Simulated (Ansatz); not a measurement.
Relaxation of ClGaH4S (7 atoms, charge 0, multiplicity 1), to a largest force component of 0.03 eV/Å in at most 50 steps.

Theory: Ansatz 0.2.0, RKS PBE0/def2-SVP.

```xyz
7
Properties=species:S:1:pos:R:3
Ga 0.053 -0.505 -0.479
Cl -0.058 -0.025 2.921
H 1.378 0.309 -0.523
H -1.386 -0.102 -0.924
S 0.340 -2.632 0.227
H -0.975 -2.952 0.229
H 0.170 -1.239 2.412
```

Task: Where does it end, and by what steps?

Result: The forces met the threshold. After 8 steps the energy has fallen by 0.102 eV; Cl2 moved furthest, 0.44 Å.

```
step  energy less start (eV)  largest force component (eV/Å)  accepted
   0                  0.0000                           0.908       yes
   1                 -0.0614                           0.225       yes
   2                 -0.0706                           0.388       yes
   3                 -0.0831                           0.347       yes
   4                 -0.0839                           0.245       yes
   5                 -0.0944                           0.437       yes
   6                 -0.1016                           0.079       yes
   7                 -0.1020                           0.032       yes
   8                 -0.1023                           0.022       yes
```

```xyz
7
Properties=species:S:1:pos:R:3
Ga 0.072 -0.457 -0.255
Cl -0.115 -0.037 2.487
H 1.414 0.300 -0.482
H -1.376 -0.062 -0.677
S 0.363 -2.628 0.347
H -0.945 -2.959 0.280
H 0.109 -1.305 2.164
```

Run time: 16 s on 2 threads of Arm Neoverse V2, on a shared host, peak memory 0.19 GiB.
